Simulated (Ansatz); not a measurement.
Reactions of `C[Si]F`.

Computed with Ansatz on PBE0-D4/def2-TZVP structures; ΔE is electronic, products minus reactants. CBS: MP2 limit from def2 TZ/QZ plus the TZ coupled-cluster correction, frozen cores. Small cases extrapolate CCSD(T) itself. Open shells (•) are unrestricted, without spin–orbit coupling. Spin–orbit coupling would lower the free atoms: a little for C, F, Si. def2 core potentials past Kr. For Br, Sn outer-core shells are correlated without core-valence functions, so the limit isn't a true one: a few kJ/mol of doubt a bond, and 10 to 20 or more in all where bonds break to atoms. Scalar relativity is left out up to krypton. Each species was taken in one conformer, which may not be the lowest.

Q: Order these by ΔE at CCSD(T)/CBS, lowest first. (Best estimate.)
A. `C[Si]F` + H₂ → `F[SiH]` + CH₄
B. `C[Si]F` + HCl → `C[Si]Cl` + H–F
C. `C[Si]F` + `CNC` → `C[Si]N(C)C` + H–F
D. `C[Si]F` + H–F → `F[Si]F` + CH₄
E. `C[Si]F` + `[SiH3]N[SiH3]` → `F[Si]N([SiH3])[SiH3]` + CH₄
F. `C[Si]F` + `[SH][Sn][SH]` → `C[S][Sn][SH]` + `F[SiH]`
G. `C[Si]F` + HBr → `F[Si]Br` + CH₄
H. `C[Si]F` → C• + F• + 3 H• + Si•

A: D (-202.9 kJ/mol), G (-150.5 kJ/mol), E (-136.4 kJ/mol), A (-9.3 kJ/mol), B (+29.2 kJ/mol), C (+41.0 kJ/mol), F (+68.9 kJ/mol), H (+2209.9 kJ/mol).

Largest T1 diagnostic: 0.016, for `[SH][Sn][SH]`.

Extrapolated directly: `C[Si]F` + H–F → `F[Si]F` + CH₄; `C[Si]F` → C• + F• + 3 H• + Si•; `C[Si]F` + H₂ → `F[SiH]` + CH₄.
